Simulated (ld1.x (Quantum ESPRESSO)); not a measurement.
# Logarithmic derivatives: Co (Z = 27), PAW

cobalt, PAW, made with ld1.x (Quantum ESPRESSO) 7.5 (revPBE, scalar-relativistic). Core [Ar], reference 3d7 4s1 4p0 (charge +1). Waves: 4s (bound): rcut 1.60, rcutus 2.10 bohr; 4s channel at 3.85 Ry: rcut 1.60, rcutus 2.10 bohr; 4p (bound, empty): rcut 2.65, rcutus 3.05 bohr; 4p channel at 1.05 Ry: rcut 2.65, rcutus 3.05 bohr; 3d (bound): rcut 0.90, rcutus 1.10 bohr; 3d channel at 1.1 Ry: rcut 0.90, rcutus 1.10 bohr; 4f channel at 0.35 Ry: rcut 2.55, rcutus 2.70 bohr; 4f channel at 2.8 Ry: rcut 2.55, rcutus 2.70 bohr. Local part: all-electron potential smoothed inside 1.30 bohr (lloc = -1). Core correction: Bessel-smoothed model core inside 1.00 bohr. Augmentation charge: BG, radius 0.95 bohr.

The phase is arctan(r·u′/u) with u = r·R(r), unwrapped; energies in Ry, scanned from -3 to 5 Ry. A pole is an energy at which the radial function vanishes at the test radius. The pseudo phase is shifted by a multiple of π to meet the all-electron one at the reference energy, and phase errors are pseudo minus all-electron; the curves can meet again beyond the range given. Levels narrower than the energy grid can be missing from the lists of poles. Where the grid stepped over a known ghost or core level, its pole and its step of π were put in at the level’s energy.

```json
{"channel": "s", "radius (bohr)": "3.31", "reference energy (Ry)": "-0.93", "poles, all-electron": "-0.38, 4.12", "poles, pseudo": "-1.97, -0.38, 4.12", "unbroken range about the reference energy with phases within 0.05 rad": "above -2.0", "phase error 1 Ry above the reference energy (rad)": "-0.000"}
{"channel": "p", "radius (bohr)": "3.31", "reference energy (Ry)": "-0.54", "poles, all-electron": "0.36, 4.94", "poles, pseudo": "0.36, 3.62", "unbroken range about the reference energy with phases within 0.05 rad": "below 2.1", "phase error 1 Ry above the reference energy (rad)": "-0.000"}
{"channel": "d", "radius (bohr)": "3.31", "reference energy (Ry)": "-1.24", "poles, all-electron": "-1.21, 1.72", "poles, pseudo": "-1.21, 1.72", "unbroken range about the reference energy with phases within 0.05 rad": "the whole range", "phase error 1 Ry above the reference energy (rad)": "+0.000"}
{"channel": "f", "radius (bohr)": "3.31", "reference energy (Ry)": "0.35", "poles, all-electron": "2.52", "poles, pseudo": "2.52, 3.63", "unbroken range about the reference energy with phases within 0.05 rad": "below 3.5", "phase error 1 Ry above the reference energy (rad)": "-0.001"}
```

Note: ghost state, extra bound levels that the all-electron valence spectrum of the same l lacks: s at -26.8 eV. A true bound ghost makes a file unfit for plane-wave use.

Phases in the p channel:

```csv
E (Ry),all-electron,pseudo
-3.00,1.367,1.367
-2.52,1.339,1.339
-2.04,1.296,1.296
-1.56,1.217,1.217
-1.08,1.006,1.005
-0.60,-0.223,-0.223
-0.12,-1.357,-1.357
0.36,-1.571,-1.571
0.84,-1.680,-1.680
1.32,-1.791,-1.791
1.80,-1.999,-2.007
2.28,-2.852,-3.026
2.76,-4.190,-4.322
3.24,-4.486,-4.588
3.72,-4.594,-4.752
4.20,-4.653,-6.115
4.68,-4.694,-7.674
```
